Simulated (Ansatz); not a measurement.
Reactions of CH7ClOSSi2 (`CO[SiH2]S[SiH2]Cl`).

Gas-phase electronic energies from Ansatz, PBE0-D4/def2-TZVP geometries. CCSD(T)/CBS adds triple-zeta CCSD(T) − MP2 to the extrapolated MP2 energy (def2 sets, frozen cores). This one scheme is used for every species. Functionals use def2-TZVPP. Elements past krypton have def2 core potentials. For Cd outer-core shells are correlated without core-valence functions, which leaves a few kJ/mol of doubt a bond. Each species was taken in one conformer, which may not be the lowest.

```tsv
reaction	CCSD(T)/CBS(def2) (kcal/mol)
`CO[SiH2]S[SiH2]Cl` + `O[SiH3]` → `CO[SiH2]O[SiH3]` + `S[SiH2]Cl`	?
`CO[SiH2]S[SiH2]Cl` + CH₄ → `C[SiH2]S[SiH2]Cl` + CH₃OH	24.6
`CO[SiH2]S[SiH2]Cl` + `C[SiH2]S[SiH2]F` → `CO[SiH2]S[SiH2]F` + `C[SiH2]S[SiH2]Cl`	?
`CO[SiH2]S[SiH2]Cl` + `N#C[Si](Cl)(Cl)Cl` → `CO[SiH2]C#N` + `Cl[SiH2]S[Si](Cl)(Cl)Cl`	-3.2
`CO[SiH2]S[SiH2]Cl` → `[SiH3]S[SiH2]Cl` + `C=O`	48.9
`CO[SiH2]S[SiH2]Cl` + H₂ → `[SiH3]S[SiH2]Cl` + CH₃OH	19.1
`CO[SiH2]S[SiH2]Cl` + `[NH2][Cd][OH]` → `O[SiH2]S[SiH2]Cl` + `C[O][Cd][NH2]`	?
`CO[SiH2]S[SiH2]Cl` + HCl → `Cl[SiH2]S[SiH2]Cl` + CH₃OH	0.3
`CO[SiH2]S[SiH2]Cl` + H₂O → `CO[SiH2]S[SiH2]O` + HCl	-2.0
`CO[SiH2]S[SiH2]Cl` + `BOCN` → `CBOCN` + `O[SiH2]S[SiH2]Cl`	-23.4
```

**Question.** Fill in the missing values. (An estimate is asked.)

**Answer.** Computed: `CO[SiH2]S[SiH2]Cl` + `O[SiH3]` → `CO[SiH2]O[SiH3]` + `S[SiH2]Cl`: -13.6 kcal/mol; `CO[SiH2]S[SiH2]Cl` + `C[SiH2]S[SiH2]F` → `CO[SiH2]S[SiH2]F` + `C[SiH2]S[SiH2]Cl`: +1.6 kcal/mol; `CO[SiH2]S[SiH2]Cl` + `[NH2][Cd][OH]` → `O[SiH2]S[SiH2]Cl` + `C[O][Cd][NH2]`: +2.0 kcal/mol.

Largest T1 diagnostic: 0.016, for `C[O][Cd][NH2]`.
